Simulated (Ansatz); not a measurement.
The cluster Mo₅⁻. Total charge -1; doublet. Geometry PBE-D4/def2-SVPD; atoms count from 1.

| atom | x (Å) | y (Å) | z (Å) |
| --- | --- | --- | --- |
| Mo1 | 1.361 | -0.970 | 0.167 |
| Mo2 | 0.776 | 1.233 | 0.677 |
| Mo3 | -1.378 | 0.943 | -0.181 |
| Mo4 | 0.079 | -0.182 | -1.623 |
| Mo5 | -0.838 | -1.025 | 0.960 |

In the def2 sets Mo takes a core potential; there is no spin–orbit coupling. The charge -1 doublet is spin-contaminated (final ⟨S²⟩ up to 2.77, 0.75 for a pure state). No other spin state of charge -1 was run. The structure comes from a short search, and lower isomers may exist.

Question: Estimate the Mulliken populations from the PBE0/def2-TZVPD orbitals of Ansatz.

Answer: 
```csv
atom,charge (e),spin (α − β),d electrons
Mo1,-0.23,-1.96,4.83
Mo2,-0.19,1.64,4.81
Mo3,-0.23,-1.96,4.83
Mo4,-0.17,1.64,4.81
Mo5,-0.17,1.64,4.81
```
Mulliken values and Mayer orders depend strongly on the basis. With diffuse functions, as here, like atoms can get unlike values, and bond orders can come out too low or too high.

Question: Where does the spin sit?

Answer: Summed by element: Mo 1.00, of 1 unpaired in all. Largest on single atoms: Mo1 -1.96, Mo3 -1.96, Mo2 1.64.

Question: And the Mayer bond orders between bonded heavy atoms (over 0.3)?

Answer: Mo1–Mo2 1.94 (2.34 Å); Mo1–Mo3 0.40 (3.36 Å); Mo1–Mo4 1.98 (2.34 Å); Mo1–Mo5 1.98 (2.34 Å); Mo2–Mo3 1.94 (2.34 Å); Mo2–Mo4 0.99 (2.79 Å); Mo2–Mo5 0.99 (2.79 Å); Mo3–Mo4 1.98 (2.34 Å); Mo3–Mo5 1.98 (2.34 Å); Mo4–Mo5 0.86 (2.87 Å).
